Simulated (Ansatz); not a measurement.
Frontier orbitals of `CC(=O)O[Si](F)(F)F`.

```
atom   x (Å)   y (Å)   z (Å)
  C1  -1.462  -0.123   1.321
  C2  -0.204  -0.395   0.571
  O3   0.594  -1.256   0.798
  O4  -0.027   0.476  -0.463
 Si5   1.297   0.354  -1.421
  F6   2.626   0.581  -0.629
  F7   1.352  -1.008  -2.187
  F8   1.150   1.504  -2.474
  H9  -1.444   0.898   1.705
 H10  -1.566  -0.833   2.137
 H11  -2.314  -0.197   0.642
```

Charge 0, multiplicity 1. Geometry: relaxed with PBE0-D4/def2-TZVP. It is one conformer, not always the lowest. Basis def2-TZVPP, Ansatz.

Orbital energies of one run (eV). Highest occupied ones, from the top: -10.55, -11.77, -13.05, -13.33, -13.78, -14.52, -14.91, -14.93, -15.63, -15.65, -15.72, -15.96, -16.27, -16.52. Empty: 0.63, 1.39, 2.17, 3.28, 3.32, 3.49.

Problem. Which functional gave them?
A. BHLYP
B. r2SCANh
C. r2SCAN
D. LC-ωPBE

Solution. A. HOMO energies: BHLYP -10.55, r2SCANh -8.14, r2SCAN -7.49, LC-ωPBE -11.69 eV.

LC-ωPBE has ω = 0.4 bohr⁻¹.
